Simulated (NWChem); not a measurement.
## Spin states of HClSi

```xyz
3

Si    -0.7507    -0.8137     0.0000
H      0.3276    -1.9106     0.0000
Cl     0.5989     0.7825     0.0000
```
Charge 0, spin multiplicity 1.

Program: NWChem. Structure: optimised with PBE0/def2-SVP, a minimum by its harmonic frequencies.

Basis set: def2-TZVP. The gap is E(triplet) − E(singlet) at the geometry of the singlet, so a negative value puts the higher spin lower. Open shells are unrestricted, and the singlet is the closed-shell solution. The triplet is the single determinant that the SCF runs reached, with unpaired electrons in orbitals of symmetry a" and a' (Cs labels); it need not be the lowest triplet, which in molecules with degenerate π orbitals can need several determinants.

The correlated methods keep 10 core orbitals frozen. B3LYP has NWChem's definition, with VWN1-RPA local correlation. The structure started from a generated list of species. No SCF solution was tested for a lower state. Open-shell Hartree-Fock references start from PBE0 orbitals.

Question: Order these methods by the vertical singlet-triplet gap they give, lowest first: B3LYP, HF, PBE, MP2.

Answer: HF (23.5 kcal/mol), PBE (34.3 kcal/mol), MP2 (36.4 kcal/mol), B3LYP (38.5 kcal/mol)
